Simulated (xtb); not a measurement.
C3H9Sb, charge -1, doublet, at the geometry of the source list (a state made from the parent by changing its charge; the spin is typed, not shown lowest); GFN2-xTB run with xtb.

The xtb input:
```
$ xtb mol.xyz --gfn 2 --chrg -1 --uhf 1 --json

# file mol.xyz
13

Sb    -0.00200000     0.01770000     1.22880000
C      0.18730000    -1.81640000     0.08130000
H      0.84370000    -2.51580000     0.59200000
H      0.59880000    -1.58780000    -0.89860000
H     -0.79230000    -2.27250000    -0.03440000
C      1.46900000     1.08240000     0.04220000
H      2.46560000     0.71800000     0.26500000
H      1.42780000     2.14210000     0.26600000
H      1.25900000     0.93180000    -1.01090000
C     -1.65400000     0.73500000     0.01980000
H     -2.56070000     0.20220000     0.28500000
H     -1.43260000     0.56960000    -1.02890000
H     -1.80950000     1.79370000     0.19270000
```

**Question.** Predict the main parts of the log of this xtb run.

**Answer.** 
```
   ID    Z sym.   atoms
    1   51 Sb     1
    2    6 C      2, 6, 10
    3    1 H      3-5, 7-9, 11-13

           -------------------------------------------------
          |                Calculation Setup                |
           -------------------------------------------------

           -------------------------------------------------
          |                 G F N 2 - x T B                 |
           -------------------------------------------------

          ...................................................
          :                      SETUP                      :
          :.................................................:
          :  # basis functions                  31          :
          :  # atomic orbitals                  30          :
          :  # shells                           18          :
          :  # electrons                        27          :
          :  max. iterations                   250          :
          :  Hamiltonian                  GFN2-xTB          :
          :  restarted?                      false          :
          :  GBSA solvation                  false          :
          :  PC potential                    false          :
          :  electronic temp.          300.0000000     K    :
          :  accuracy                    1.0000000          :
          :  -> integral cutoff          0.2500000E+02      :
          :  -> integral neglect         0.1000000E-07      :
          :  -> SCF convergence          0.1000000E-05 Eh   :
          :  -> wf. convergence          0.1000000E-03 e    :
          :  Broyden damping             0.4000000          :
          :  net charge                         -1          :
          :  unpaired electrons                  1          :
          ...................................................

 iter      E             dE          RMSdq      gap      omega  full diag
   1    -13.3830717 -0.133831E+02  0.646E+00    0.05       0.0  T
   2    -13.4217864 -0.387147E-01  0.457E+00    0.03       1.0  T
   3    -13.4189003  0.288608E-02  0.315E+00    0.09       1.0  T
   4    -13.4356409 -0.167406E-01  0.101E+00    0.05       1.0  T
   5    -13.4366983 -0.105742E-02  0.203E+00    0.10       1.0  T
   6    -13.4366359  0.623627E-04  0.173E+00    0.11       1.0  T
   7    -13.4373487 -0.712799E-03  0.496E-01    0.10       1.0  T
   8    -13.4373563 -0.759395E-05  0.216E-01    0.11       1.0  T
   9    -13.4374249 -0.686182E-04  0.363E-01    0.13       1.0  T
  10    -13.4374311 -0.613446E-05  0.199E-01    0.12       1.0  T
  11    -13.4374329 -0.181016E-05  0.522E-02    0.12       1.0  T
  12    -13.4374332 -0.380408E-06  0.413E-02    0.12       1.0  T
  13    -13.4374334 -0.182588E-06  0.390E-02    0.12       1.0  T
  14    -13.4374337 -0.248563E-06  0.126E-02    0.12       2.2  T
  15    -13.4374337 -0.290914E-07  0.532E-03    0.12       5.2  T
  16    -13.4374337 -0.618827E-08  0.807E-04    0.12      34.3  T
  17    -13.4374337 -0.104767E-08  0.219E-04    0.12     126.5  T

   *** convergence criteria satisfied after 17 iterations ***

         :::::::::::::::::::::::::::::::::::::::::::::::::::::
         ::                     SUMMARY                     ::
         :::::::::::::::::::::::::::::::::::::::::::::::::::::
         :: total energy             -13.266591810781 Eh    ::
         :: gradient norm              0.120920930454 Eh/a0 ::
         :: HOMO-LUMO gap              0.121641802893 eV    ::
         ::.................................................::
         :: SCC energy               -13.437417969354 Eh    ::
         :: -> isotropic ES            0.099439333828 Eh    ::
         :: -> anisotropic ES          0.004010331135 Eh    ::
         :: -> anisotropic XC          0.004968601546 Eh    ::
         :: -> dispersion             -0.009284518611 Eh    ::
         :: repulsion energy           0.170826158572 Eh    ::
         :: add. restraining           0.000000000000 Eh    ::
         :: total charge              -1.000000000000 e     ::
         :::::::::::::::::::::::::::::::::::::::::::::::::::::

           -------------------------------------------------
          |                Property Printout                |
           -------------------------------------------------

    * Orbital Energies and Occupations

         #    Occupation            Energy/Eh            Energy/eV
      -------------------------------------------------------------
         1        2.0000           -0.4662861             -12.6883
         2        2.0000           -0.3881770             -10.5628
         3        2.0000           -0.3810255             -10.3682
         4        2.0000           -0.3689457             -10.0395
         5        2.0000           -0.2912309              -7.9248
         6        2.0000           -0.2894683              -7.8768
         7        2.0000           -0.2813049              -7.6547
         8        2.0000           -0.2784550              -7.5771
         9        2.0000           -0.2750844              -7.4854
        10        2.0000           -0.2727942              -7.4231
        11        2.0000           -0.1944991              -5.2926
        12        2.0000           -0.1909895              -5.1971
        13        2.0000           -0.1565307              -4.2594
        14        0.9131            0.0264327               0.7193 (HOMO)
        15        0.0869            0.0309030               0.8409 (LUMO)
        16                          0.1780606               4.8453
        17                          0.2786910               7.5836
        18                          0.2949935               8.0272
        19                          0.3011343               8.1943
        20                          0.3475906               9.4584
        21                          0.3695487              10.0559
        22                          0.3729863              10.1495
        23                          0.3910031              10.6397
        24                          0.4073193              11.0837
        25                          0.4178703              11.3708
       ...                                ...                  ...
        30                          0.7894067              21.4808
      -------------------------------------------------------------
                  HL-Gap            0.0044703 Eh            0.1216 eV
             Fermi-level           -0.0181906 Eh           -0.4950 eV

     #   Z          covCN         q      C6AA      α(0)
     1  51 Sb       2.675    -0.144   394.089    37.819
     2   6 C        3.664    -0.120    23.098     6.894
     3   1 H        0.926    -0.053     4.173     3.194
     4   1 H        0.926    -0.042     3.895     3.086
     5   1 H        0.926    -0.053     4.157     3.188
     6   6 C        3.665    -0.133    23.351     6.930
     7   1 H        0.926    -0.045     3.979     3.119
     8   1 H        0.926    -0.063     4.413     3.285
     9   1 H        0.926    -0.050     4.081     3.159
    10   6 C        3.665    -0.137    23.440     6.944
    11   1 H        0.926    -0.049     4.067     3.154
    12   1 H        0.926    -0.051     4.122     3.175
    13   1 H        0.926    -0.060     4.336     3.256

 Mol. C6AA /au·bohr⁶  :       2737.460741
 Mol. C8AA /au·bohr⁸  :     119015.859900
 Mol. α(0) /au        :         87.203879

Wiberg/Mayer (AO) data.
largest (>0.10) Wiberg bond orders for each atom

 ---------------------------------------------------------------------------
     #   Z sym  total        # sym  WBO       # sym  WBO       # sym  WBO
 ---------------------------------------------------------------------------
     1  51 Sb   2.383 --     2 C    0.852     6 C    0.794    10 C    0.775
     2   6 C    3.904 --     3 H    1.005     5 H    1.004     4 H    1.000
                             1 Sb   0.852
     3   1 H    0.997 --     2 C    1.005
     4   1 H    0.997 --     2 C    1.000
     5   1 H    0.997 --     2 C    1.004
     6   6 C    3.870 --     8 H    1.001     9 H    0.996     7 H    0.995
                             1 Sb   0.794
     7   1 H    0.998 --     6 C    0.995
     8   1 H    0.996 --     6 C    1.001
     9   1 H    0.997 --     6 C    0.996
    10   6 C    3.854 --    13 H    0.997    12 H    0.995    11 H    0.993
                             1 Sb   0.775
    11   1 H    0.997 --    10 C    0.993
    12   1 H    0.996 --    10 C    0.995
    13   1 H    0.996 --    10 C    0.997
 ---------------------------------------------------------------------------

Topologies differ in total number of bonds
Writing topology from bond orders to xtbtopo.mol

molecular dipole:
                 x           y           z       tot (Debye)
 q only:        0.047      -0.129      -0.262
   full:       -0.044       0.036      -2.169       5.514
molecular quadrupole (traceless):
                xx          xy          yy          xz          yz          zz
 q only:       -2.535      -0.078      -2.792      -0.108       0.168       5.327
  q+dip:        2.244      -0.105       1.741      -0.521       0.845      -3.984
   full:        0.897       0.119       4.092      -0.588       1.043      -4.989

           -------------------------------------------------
          | TOTAL ENERGY              -13.266591810781 Eh   |
          | GRADIENT NORM               0.120920930454 Eh/α |
          | HOMO-LUMO GAP               0.121641802893 eV   |
           -------------------------------------------------

normal termination of xtb
```
